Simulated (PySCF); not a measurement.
CH7Cl2NSi2, SMILES Cl[SiH2][Si@H](NC)Cl.

The structure is a stationary point at PBE-D3(BJ)/def2-SVP. The structure was generated by enumeration; whether it is a known compound was not checked. One conformer was computed; it need not be the lowest.

Method: TDA-PBE/def2-SVPD (PySCF).

Vertical excitations. Gas-phase values at a fixed geometry.

Computed lowest excited states:
```json
[
 {"state": "S1", "energy (eV)": "4.68", "λ (nm)": "265", "f": "0.013", "main pairs": "HOMO→LUMO 92 %"},
 {"state": "S2", "energy (eV)": "5.06", "λ (nm)": "245", "f": "0.017", "main pairs": "HOMO→LUMO+1 91 %"},
 {"state": "S3", "energy (eV)": "5.54", "λ (nm)": "224", "f": "0.038", "main pairs": "HOMO−1→LUMO 92 %"},
 {"state": "S4", "energy (eV)": "5.73", "λ (nm)": "216", "f": "0.008", "main pairs": "HOMO→LUMO+2 95 %"},
 {"state": "S5", "energy (eV)": "5.87", "λ (nm)": "211", "f": "0.010", "main pairs": "HOMO−1→LUMO+1 92 %"},
 {"state": "S6", "energy (eV)": "5.98", "λ (nm)": "207", "f": "0.013", "main pairs": "HOMO→LUMO+3 91 %"},
 {"state": "S7", "energy (eV)": "6.15", "λ (nm)": "202", "f": "0.002", "main pairs": "HOMO−2→LUMO 98 %"},
 {"state": "S8", "energy (eV)": "6.25", "λ (nm)": "198", "f": "0.012", "main pairs": "HOMO−3→LUMO 96 %"},
 {"state": "S9", "energy (eV)": "6.37", "λ (nm)": "195", "f": "0.007", "main pairs": "HOMO→LUMO+4 87 %"},
 {"state": "S10", "energy (eV)": "6.50", "λ (nm)": "191", "f": "0.000", "main pairs": "HOMO−2→LUMO+1 76 %, HOMO−1→LUMO+2 15 %"},
 {"state": "T1", "energy (eV)": "4.46", "λ (nm)": "278", "f": "0", "main pairs": "HOMO→LUMO 98 %"},
 {"state": "T2", "energy (eV)": "4.74", "λ (nm)": "261", "f": "0", "main pairs": "HOMO→LUMO+1 97 %"},
 {"state": "T3", "energy (eV)": "5.04", "λ (nm)": "246", "f": "0", "main pairs": "HOMO−1→LUMO 98 %"},
 {"state": "T4", "energy (eV)": "5.32", "λ (nm)": "233", "f": "0", "main pairs": "HOMO−1→LUMO+1 97 %"}
]
```
Triplets are in the Tamm–Dancoff approximation.
